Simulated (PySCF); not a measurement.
Molecular orbitals of BiSe

r²SCAN at R = 2.416 Å; Bi x2c-TZVPPall, Se x2c-TZVPPall; spin-free X2C with a Gaussian nucleus (PySCF 2.14). State: doublet, unpaired electrons π ↑, a mixture of terms (⟨Lz²⟩ = 2.3). Only the outer orbitals are listed, counted within each symmetry.

| spin | orbital | occ. | ε (eV) | on Bi (%) | main shells (%) |
| --- | --- | --- | --- | --- | --- |
| α | 20σ | 1 | -18.22 | 31 | 66 Se s, 29 Bi s |
| α | 21σ | 1 | -14.71 | 67 | 65 Bi s, 29 Se s |
| α | 22σ | 1 | -7.51 | 40 | 58 Se p, 36 Bi p |
| α | 12π | 1 | -6.86 | 41 | 58 Se p, 40 Bi p |
| α | 12π | 1 | -6.84 | 37 | 62 Se p, 36 Bi p |
| α | 13π | 1 | -4.57 | 61 | 59 Bi p, 39 Se p |
| α | 13π | 0 | -4.31 | 64 | 63 Bi p, 35 Se p |
| α | 23σ | 0 | -1.02 | 68 | 62 Bi p, 31 Se p |
| α | 24σ | 0 | 4.09 | 79 | 55 Bi s, 36 Se d, 24 Bi p |
| β | 20σ | 1 | -18.00 | 28 | 70 Se s, 24 Bi s |
| β | 21σ | 1 | -14.17 | 70 | 69 Bi s, 25 Se s |
| β | 22σ | 1 | -7.40 | 40 | 58 Se p, 35 Bi p |
| β | 12π | 1 | -6.80 | 28 | 71 Se p, 26 Bi p |
| β | 12π | 1 | -6.25 | 25 | 74 Se p, 23 Bi p |
| β | 13π | 0 | -3.95 | 73 | 72 Bi p, 26 Se p |
| β | 13π | 0 | -3.13 | 76 | 75 Bi p, 23 Se p |
| β | 23σ | 0 | -0.68 | 68 | 62 Bi p, 30 Se p |

Q: Which are the highest filled and the lowest empty level, where do they sit, and how wide is the gap?

A: Highest filled α 13π at -4.57 eV (in %: 59 Bi p, 39 Se p); lowest empty α 13π at -4.31 eV (in %: 63 Bi p, 35 Se p); the gap at r²SCAN is 0.26 eV. Both belong to one degenerate shell, split only by its one-sided filling, so this is no excitation gap.

```json
{"bond order (Mayer)": "2.22", "⟨S²⟩": "0.764", "charge on Bi (Mulliken, basis-dependent)": "0.33", "charge on Bi (Löwdin, basis-dependent)": "0.21", "dipole moment (positive dipole means Bi(−)Se(+))": "-2.59 D"}
```

Spin–orbit coupling is left out, which matters for elements this heavy, above all for dissociation energies. The state was picked by a PBE0 search and need not be the measured ground state.
